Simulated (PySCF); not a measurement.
Rh⁸⁺ (rhodium, charge +8) across methods

[Kr] 4d1, 2D determinant. Computed with PySCF 2.14 in an even-tempered Gaussian basis (21 s from 0.18 bohr⁻², ratio 2.5; 15 p from 0.23 bohr⁻², ratio 2.5; 11 d from 0.23 bohr⁻², ratio 2.5; 5 f from 0.98 bohr⁻², ratio 2.7; 4 g from 1.5 bohr⁻², ratio 2.7), with scalar relativity by spin-free X2C-1e.

```
method  E (hartree)  mean ε 4p α (eV)  mean ε 4p β (eV)  mean ε 4d α (eV)  Σ⟨r²⟩ (bohr²)   ⟨S²⟩
   LDA     -4761.40           -177.80           -176.75           -125.67          13.36  0.750
   PBE     -4766.24           -177.75           -176.60           -125.93          13.36  0.750
   UHF  -4764.65142           -189.90           -187.07           -134.75          13.40  0.752
  PBE0     -4766.33           -181.16           -179.63           -128.42          13.36  0.751
```

Estimate the same row for r2SCAN.

E (hartree) = -4766.67; mean ε 4p α (eV) = -178.92; mean ε 4p β (eV) = -177.59; mean ε 4d α (eV) = -126.30; Σ⟨r²⟩ (bohr²) = 13.36; ⟨S²⟩ = 0.751.
